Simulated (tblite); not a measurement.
A geometry optimisation, step by step.

Species: C₄H₅SSi (charge -1).
Atom-mapped SMILES: `[SiH2-:1][c:2]1[cH:3][cH:4][cH:5][s:6]1` (hydrogens: H7, H8 on Si1; H9 on C3; H10 on C4; H11 on C5)
Bond orders are those of one Lewis drawing.

Computed with GFN2-xTB (tblite), gas phase: L-BFGS steps from a force-field or distance-geometry start until the largest atomic force falls under 0.01 eV/Å. 14 of its 95 geometries are shown.

Step 0: E = -440.1468 eV, largest atomic force 1.553 eV/Å
```
atom  x, y, z in Å  |  force x, y, z in eV/Å
Si1     2.472   -0.139    0.170    0.677  -0.768   0.402
C2      0.601   -0.063    0.044    0.320  -0.951   0.420
C3     -0.385   -0.977    0.372   -0.192   1.400  -0.645
C4     -1.699   -0.454    0.092    0.657  -0.504   0.332
C5     -1.658    0.814   -0.401   -0.864  -0.084  -0.069
S6     -0.063    1.397   -0.566   -0.312   0.461  -0.192
H7      2.970    0.928    1.078   -0.393  -0.132  -0.528
H8      3.084    0.028   -1.168   -0.418   0.245   0.387
H9     -0.200   -1.964    0.774    0.052   0.284  -0.110
H10    -2.623   -1.006    0.278    0.297   0.197  -0.085
H11    -2.494    1.438   -0.699    0.175  -0.147   0.088
```

Step 7: E = -440.4146 eV, largest atomic force 0.200 eV/Å
```
atom  x, y, z in Å  |  force x, y, z in eV/Å
Si1     2.531   -0.307    0.243   -0.181   0.080  -0.027
C2      0.652   -0.052    0.045   -0.047  -0.122   0.049
C3     -0.356   -0.918    0.346   -0.070   0.062  -0.018
C4     -1.675   -0.449    0.098    0.066   0.046  -0.032
C5     -1.688    0.810   -0.407    0.014  -0.056   0.030
S6     -0.088    1.427   -0.579    0.031   0.082  -0.035
H7      2.906    0.921    1.001   -0.070  -0.103  -0.022
H8      3.014    0.070   -1.115   -0.071  -0.063   0.067
H9     -0.185   -1.907    0.750    0.134   0.100  -0.037
H10    -2.583   -1.018    0.283    0.178   0.018   0.003
H11    -2.523    1.427   -0.692    0.018  -0.045   0.022
```

Step 14: E = -440.4286 eV, largest atomic force 0.085 eV/Å
```
atom  x, y, z in Å  |  force x, y, z in eV/Å
Si1     2.502   -0.316    0.247    0.011  -0.038   0.022
C2      0.651   -0.034    0.040   -0.063   0.007  -0.015
C3     -0.344   -0.906    0.341   -0.049   0.036   0.000
C4     -1.662   -0.444    0.097   -0.011  -0.040  -0.001
C5     -1.683    0.813   -0.408   -0.051  -0.011   0.009
S6     -0.093    1.445   -0.587    0.072   0.044  -0.012
H7      2.875    0.894    1.005    0.027   0.031   0.065
H8      2.982    0.043   -1.102    0.034  -0.027  -0.069
H9     -0.142   -1.886    0.744    0.036   0.004  -0.004
H10    -2.555   -1.026    0.287    0.021  -0.002   0.003
H11    -2.525    1.420   -0.688   -0.027  -0.005   0.002
```

Step 22: E = -440.4306 eV, largest atomic force 0.042 eV/Å
```
atom  x, y, z in Å  |  force x, y, z in eV/Å
Si1     2.501   -0.318    0.249   -0.025  -0.011   0.010
C2      0.650   -0.024    0.034   -0.033   0.024  -0.009
C3     -0.343   -0.897    0.338    0.001   0.002  -0.007
C4     -1.663   -0.444    0.094    0.018  -0.028   0.015
C5     -1.690    0.815   -0.408   -0.022  -0.025   0.009
S6     -0.100    1.454   -0.589    0.009   0.036  -0.012
H7      2.879    0.887    1.020    0.022   0.005  -0.008
H8      2.988    0.022   -1.106    0.023  -0.002   0.003
H9     -0.126   -1.875    0.739   -0.015  -0.020   0.006
H10    -2.551   -1.032    0.289    0.015   0.017  -0.009
H11    -2.538    1.416   -0.686    0.007   0.002   0.002
```

Step 29: E = -440.4314 eV, largest atomic force 0.019 eV/Å
```
atom  x, y, z in Å  |  force x, y, z in eV/Å
Si1     2.495   -0.320    0.253    0.004   0.007   0.004
C2      0.647   -0.014    0.030   -0.006   0.002  -0.003
C3     -0.341   -0.892    0.334   -0.003   0.002  -0.005
C4     -1.663   -0.444    0.093   -0.001  -0.009   0.002
C5     -1.698    0.814   -0.407   -0.010  -0.003   0.003
S6     -0.112    1.464   -0.591    0.018  -0.001   0.005
H7      2.894    0.882    1.019   -0.002   0.007  -0.010
H8      3.002    0.007   -1.099   -0.001  -0.011   0.007
H9     -0.123   -1.870    0.735    0.004  -0.003  -0.003
H10    -2.548   -1.035    0.288   -0.002  -0.002  -0.003
H11    -2.549    1.411   -0.682   -0.003   0.010   0.002
```

Step 36: E = -440.4346 eV, largest atomic force 0.168 eV/Å
```
atom  x, y, z in Å  |  force x, y, z in eV/Å
Si1     2.478   -0.298    0.299   -0.037   0.014   0.039
C2      0.636   -0.002    0.006    0.102  -0.067   0.041
C3     -0.348   -0.890    0.309    0.042  -0.112  -0.038
C4     -1.679   -0.463    0.078    0.100   0.130  -0.005
C5     -1.716    0.813   -0.387    0.056   0.099  -0.021
S6     -0.130    1.482   -0.564   -0.126  -0.007   0.022
H7      2.929    0.944    0.957   -0.057   0.130   0.031
H8      3.041   -0.095   -1.049   -0.030  -0.118  -0.070
H9     -0.093   -1.862    0.699   -0.098  -0.077   0.000
H10    -2.561   -1.065    0.273    0.132   0.088  -0.055
H11    -2.551    1.440   -0.647   -0.084  -0.080   0.056
```

Step 43: E = -440.4302 eV, largest atomic force 0.078 eV/Å
```
atom  x, y, z in Å  |  force x, y, z in eV/Å
Si1     2.491   -0.319    0.243    0.029  -0.070   0.020
C2      0.645   -0.011    0.029   -0.036  -0.032   0.032
C3     -0.344   -0.889    0.338    0.074  -0.012  -0.014
C4     -1.666   -0.447    0.096   -0.011   0.068  -0.003
C5     -1.701    0.811   -0.409    0.037   0.012  -0.007
S6     -0.113    1.463   -0.596   -0.074  -0.011  -0.006
H7      2.904    0.863    1.025   -0.012   0.041   0.032
H8      3.009    0.022   -1.096   -0.008   0.008  -0.047
H9     -0.120   -1.864    0.739   -0.004  -0.019   0.007
H10    -2.552   -1.038    0.293    0.029   0.017  -0.010
H11    -2.548    1.410   -0.689   -0.024  -0.002  -0.003
```

Step 51: E = -440.4335 eV, largest atomic force 0.143 eV/Å
```
atom  x, y, z in Å  |  force x, y, z in eV/Å
Si1     2.504   -0.337    0.218   -0.049   0.106  -0.082
C2      0.650   -0.016    0.041    0.085   0.051   0.008
C3     -0.340   -0.887    0.353   -0.131  -0.035   0.011
C4     -1.660   -0.437    0.104    0.036  -0.058   0.047
C5     -1.690    0.810   -0.420   -0.076   0.002  -0.018
S6     -0.104    1.453   -0.613    0.067  -0.022  -0.013
H7      2.884    0.826    1.064    0.022  -0.105  -0.046
H8      2.986    0.084   -1.127   -0.001   0.029   0.104
H9     -0.133   -1.865    0.760    0.038   0.018   0.008
H10    -2.547   -1.023    0.304   -0.018  -0.011   0.011
H11    -2.546    1.395   -0.711    0.026   0.024  -0.029
```

Step 58: E = -440.4443 eV, largest atomic force 0.574 eV/Å
```
atom  x, y, z in Å  |  force x, y, z in eV/Å
Si1     2.516   -0.369    0.130   -0.200   0.512  -0.165
C2      0.656   -0.015    0.067    0.350   0.123  -0.137
C3     -0.337   -0.875    0.395   -0.451  -0.127   0.049
C4     -1.653   -0.423    0.128    0.127  -0.158   0.097
C5     -1.676    0.801   -0.451   -0.280  -0.012  -0.015
S6     -0.090    1.433   -0.653    0.248  -0.059  -0.018
H7      2.868    0.681    1.162    0.090  -0.322  -0.259
H8      2.961    0.264   -1.183   -0.038  -0.042   0.437
H9     -0.157   -1.852    0.817    0.126   0.052   0.037
H10    -2.542   -0.999    0.336   -0.067  -0.036   0.033
H11    -2.541    1.357   -0.773    0.094   0.070  -0.059
```

Step 65: E = -440.7382 eV, largest atomic force 0.374 eV/Å
```
atom  x, y, z in Å  |  force x, y, z in eV/Å
Si1     2.408   -0.257   -0.233    0.090   0.245   0.182
C2      0.625    0.104    0.083    0.072   0.035  -0.281
C3     -0.351   -0.778    0.498   -0.006   0.090  -0.002
C4     -1.673   -0.419    0.184    0.070  -0.057  -0.082
C5     -1.759    0.738   -0.541    0.098   0.068   0.097
S6     -0.173    1.436   -0.759    0.054  -0.143  -0.056
H7      3.043   -0.299    1.114   -0.077  -0.122  -0.140
H8      3.050    0.934   -0.847   -0.142  -0.050   0.108
H9     -0.064   -1.688    1.008   -0.160   0.029   0.025
H10    -2.515   -1.054    0.444   -0.018   0.215  -0.059
H11    -2.584    1.286   -0.976    0.019  -0.309   0.209
```

Step 72: E = -440.8180 eV, largest atomic force 0.096 eV/Å
```
atom  x, y, z in Å  |  force x, y, z in eV/Å
Si1     2.409   -0.149   -0.293    0.027  -0.020  -0.081
C2      0.633    0.125    0.034   -0.028  -0.006  -0.006
C3     -0.329   -0.749    0.505    0.004  -0.058  -0.058
C4     -1.649   -0.417    0.181   -0.025   0.021   0.011
C5     -1.758    0.736   -0.538    0.023   0.008  -0.023
S6     -0.182    1.431   -0.817   -0.015  -0.003  -0.087
H7      3.059   -0.679    0.914   -0.046   0.028   0.061
H8      3.011    1.160   -0.561    0.052   0.025   0.074
H9     -0.072   -1.634    1.067    0.086  -0.043   0.008
H10    -2.498   -1.032    0.455   -0.052   0.062   0.033
H11    -2.618    1.211   -0.973   -0.025  -0.015   0.068
```

Step 80: E = -440.8402 eV, largest atomic force 0.184 eV/Å
```
atom  x, y, z in Å  |  force x, y, z in eV/Å
Si1     2.420   -0.136   -0.326    0.115   0.033   0.022
C2      0.635    0.117   -0.033   -0.089   0.035  -0.031
C3     -0.308   -0.761    0.466   -0.015   0.060  -0.054
C4     -1.637   -0.416    0.187   -0.080  -0.005   0.027
C5     -1.767    0.726   -0.543    0.040   0.028  -0.008
S6     -0.201    1.403   -0.889    0.048   0.107  -0.119
H7      2.989   -0.730    0.897   -0.043  -0.028   0.027
H8      3.039    1.194   -0.412    0.009   0.004  -0.011
H9     -0.005   -1.622    1.040   -0.060  -0.086  -0.003
H10    -2.506   -0.980    0.495    0.009  -0.137   0.123
H11    -2.655    1.210   -0.909    0.067  -0.012   0.025
```

Step 87: E = -440.8530 eV, largest atomic force 0.028 eV/Å
```
atom  x, y, z in Å  |  force x, y, z in eV/Å
Si1     2.436   -0.122   -0.326    0.011  -0.010   0.024
C2      0.637    0.117   -0.097   -0.021   0.005   0.008
C3     -0.293   -0.756    0.431    0.009   0.001  -0.005
C4     -1.630   -0.408    0.201   -0.007  -0.015  -0.022
C5     -1.772    0.723   -0.545    0.002   0.005   0.022
S6     -0.214    1.386   -0.963   -0.014  -0.011   0.001
H7      2.912   -0.756    0.918   -0.004  -0.008  -0.004
H8      3.060    1.205   -0.339    0.008   0.014  -0.013
H9      0.009   -1.625    0.999    0.014   0.000  -0.009
H10    -2.474   -0.980    0.568    0.001   0.013   0.014
H11    -2.666    1.220   -0.873    0.001   0.007  -0.016
```

Step 94: E = -440.8533 eV, largest atomic force 0.009 eV/Å
```
atom  x, y, z in Å  |  force x, y, z in eV/Å
Si1     2.436   -0.122   -0.321    0.000  -0.005   0.000
C2      0.636    0.118   -0.098   -0.002   0.000  -0.002
C3     -0.292   -0.757    0.429    0.000   0.001   0.000
C4     -1.630   -0.410    0.200   -0.001   0.006   0.007
C5     -1.774    0.724   -0.542    0.002  -0.005  -0.001
S6     -0.216    1.386   -0.965   -0.002  -0.001   0.006
H7      2.909   -0.756    0.923   -0.001  -0.001   0.002
H8      3.064    1.204   -0.345    0.002   0.004  -0.001
H9      0.013   -1.625    0.995    0.000   0.001  -0.006
H10    -2.474   -0.978    0.573    0.000   0.001   0.000
H11    -2.666    1.220   -0.875    0.001  -0.002  -0.003
```

Task: Summarise the path.

Result: The energy falls by 68.16 kJ/mol from step 0 to step 94; nine tenths of that is first reached at step 68. It rises by more than 0.2 meV at steps 35, 38, 39, 41, 42, 45 and 70. The largest force goes from 1.553 to 0.009 eV/Å. Among the bonds Si1–C2 changes most, from 1.877 to 1.829 Å; the atoms move by 0.732 Å rms after alignment.

What follows is the cost of the whole relaxation. Hardware: an Intel Xeon with one thread (shared host). Cost: 0.89 s of wall time.
